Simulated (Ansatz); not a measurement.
`C[Se][GeH2][OH]` and `[OH][GeH2][SeH]` differ in one atom or group.

Ansatz, PBE0-D4/def2-TZVP geometries, multiplicity 1. Each molecule was computed in one conformer, which needn't be the lowest.

Scalar relativity is left out up to krypton.

```json
{"property": "LUMO energy (PBE/def2-TZVPP) / eV", "`C[Se][GeH2][OH]`": "-1.01"}
{"property": "HOMO energy (B3LYP/def2-TZVPP) / eV", "`C[Se][GeH2][OH]`": "-6.47"}
{"property": "LUMO energy (ωB97M-V/def2-TZVPP) / eV", "`C[Se][GeH2][OH]`": "1.67"}
{"property": "size of the dipole moment (PBE/def2-TZVPP) / D", "`C[Se][GeH2][OH]`": "0.62"}
{"property": "HOMO–LUMO gap (B3LYP/def2-TZVPP) / eV", "`C[Se][GeH2][OH]`": "6.06"}
{"property": "LUMO energy (B3LYP/def2-TZVPP) / eV", "`C[Se][GeH2][OH]`": "-0.41"}
```

(1) What does the change do to each property? (Estimate.)

Results:

(1) Computed: 
```
                                      property  `[OH][GeH2][SeH]`  shift
             LUMO energy (PBE/def2-TZVPP) / eV              -1.11  -0.10
           HOMO energy (B3LYP/def2-TZVPP) / eV              -6.98  -0.51
         LUMO energy (ωB97M-V/def2-TZVPP) / eV               1.66  -0.01
size of the dipole moment (PBE/def2-TZVPP) / D               0.39  -0.23
         HOMO–LUMO gap (B3LYP/def2-TZVPP) / eV               6.47   0.41
           LUMO energy (B3LYP/def2-TZVPP) / eV              -0.52  -0.11
```

With PBE0 the HOMO falls by 0.52 eV and the LUMO falls by 0.09 eV, so the gap widens by about 0.43 eV. PBE moves the HOMO by -0.50 eV and ωB97M-V by -0.53 eV. Dipoles are sizes alone; their direction can turn.

B3LYP here is the variant with VWN-RPA as its local correlation; programs differ in this.

Spin–orbit coupling is left out; it splits and shifts lone-pair levels of the heavy atoms by tenths of an eV.
